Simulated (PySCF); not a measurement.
AlBH₂NO, Al₂H₄NO (calculated)

Computed with PySCF 2.14.0. Calculation on a computer-drawn molecule: the log of a Hartree-Fock and frozen-core CCSD(T) single point meant for a local Hartree-Fock minimum, with one planted fault or none, to be diagnosed. Offsets are logged minus clean, where the clean run is the same molecule without the fault. The reference is restricted for singlets and unrestricted otherwise, and also for a bond in bohr or an excited solution. Adding or removing an electron swaps singlet and doublet. The excited solution moves the top pair (singlet) or top alpha electron (doublet) to the lowest empty orbital. Highest occupied and lowest empty are orbital energies over both spins, largest force is the largest gradient component, triples share is (T) over the correlation energy, the T1 limit is 0.02 restricted and 0.045 unrestricted, electrons count all cores, a negative frequency is imaginary (commonest isotopes), and the dipole is about the centre of nuclear charge.

Common to all runs: meant charge 0; meant multiplicity 2; meant basis cc-pV(D+d)Z; logged SCF converged yes; possible faults no fault, one electron removed, one electron added, multiplicity raised by two, geometry at a saddle point, SCF held on an excited solution, minimal basis STO-3G, one bond length entered in bohr, all coordinates scaled.

```yaml
- entry: 1
  formula: AlBH2NO
  logged_structure:
    atoms_angstrom:
      - ["N", 1.6409, -0.8608, -3.1024]
      - [Al, 1.2978, -1.7574, -1.6256]
      - [B, 0.7543, -0.5558, 0.0711]
      - [O, 0.4496, 0.0743, 1.0329]
      - [H, 1.6007, 0.1381, -3.1996]
      - [H, 1.9075, -1.2703, -3.9787]
  given:
    logged_electrons: 35
    logged_basis_functions: 26
    logged_spin_squared: 0.7604
    "logged_highest_occupied [eV]": -5.2807
    "logged_lowest_empty [eV]": 6.7568
    "logged_largest_force [hartree/bohr]": 0.035712
    logged_T1_diagnostic: 0.023387
    logged_D1_diagnostic: 0.071599
    logged_triples_share: 0.044898
    logged_CC_converged: "yes"
    "logged_dipole_magnitude [debye]": 4.0801
    logged_SCF_stable_within_its_kind: "yes"
    "logged_energy_HF [hartree]": -392.16155
    "logged_energy_CCSD(T) [hartree]": -392.37083
    drawn_bonds_atom: [1, 2, 3, 1, 1]
    drawn_bonds_other_atom: [2, 3, 4, 5, 6]
    drawn_bonds_order: [1, 1, 2, 1, 1]
  results:
    planted_fault: "minimal basis STO-3G"
    "HF_energy_offset_from_clean_run [kcal/mol]": 3133
    "CCSD(T)_energy_offset_from_clean_run [kcal/mol]": 3321
- entry: 2
  formula: Al2H4NO
  logged_structure:
    atoms_angstrom:
      - ["N", 1.7195, -1.9837, -1.0818]
      - [Al, 1.0422, -0.5469, -0.3042]
      - [O, -0.0098, -0.7449, 1.0011]
      - [Al, -1.061, -0.8744, 2.3027]
      - [H, 2.3505, -1.9698, -1.8608]
      - [H, 1.5325, -2.9328, -0.813]
      - [H, -0.4765, -0.901, 3.7681]
      - [H, -2.6133, -0.9694, 2.0356]
  given:
    logged_electrons: 44
    logged_basis_functions: 94
    logged_spin_squared: 0.0
    "logged_highest_occupied [eV]": -14.777
    "logged_lowest_empty [eV]": -6.93
    "logged_largest_force [hartree/bohr]": 0.072659
    logged_T1_diagnostic: 0.019023
    logged_D1_diagnostic: 0.058273
    logged_triples_share: 0.024718
    logged_CC_converged: "yes"
    "logged_dipole_magnitude [debye]": 7.8134
    logged_SCF_stable_within_its_kind: "yes"
    "logged_energy_HF [hartree]": -615.32704
    "logged_energy_CCSD(T) [hartree]": -615.83463
    drawn_bonds_atom: [1, 2, 3, 1, 1, 4, 4]
    drawn_bonds_other_atom: [2, 3, 4, 5, 6, 7, 8]
    drawn_bonds_order: [1, 1, 1, 1, 1, 1, 1]
  results:
    planted_fault: "one electron removed"
    "HF_energy_offset_from_clean_run [kcal/mol]": 175.4
    "CCSD(T)_energy_offset_from_clean_run [kcal/mol]": 175.3
- entry: 3
  formula: Al2H4NO
  logged_structure:
    atoms_angstrom:
      - ["N", 1.7195, -1.9837, -1.0818]
      - [Al, 1.0422, -0.5469, -0.3042]
      - [O, -0.0098, -0.7449, 1.0011]
      - [Al, -1.061, -0.8744, 2.3027]
      - [H, 2.3505, -1.9698, -1.8608]
      - [H, 1.5325, -2.9328, -0.813]
      - [H, -0.4765, -0.901, 3.7681]
      - [H, -2.6133, -0.9694, 2.0356]
  given:
    logged_electrons: 45
    logged_basis_functions: 94
    logged_spin_squared: 0.7751
    "logged_highest_occupied [eV]": -2.5592
    "logged_lowest_empty [eV]": -3.3102
    "logged_largest_force [hartree/bohr]": 0.10081
    "logged_dipole_magnitude [debye]": 16.498
    logged_SCF_stable_within_its_kind: "no"
    "logged_energy_HF [hartree]": -615.40428
    drawn_bonds_atom: [1, 2, 3, 1, 1, 4, 4]
    drawn_bonds_other_atom: [2, 3, 4, 5, 6, 7, 8]
    drawn_bonds_order: [1, 1, 1, 1, 1, 1, 1]
  results:
    planted_fault: "SCF held on an excited solution"
    "HF_energy_offset_from_clean_run [kcal/mol]": 127.0
  notes: ["coupled-cluster numbers left out as unreliable"]
```
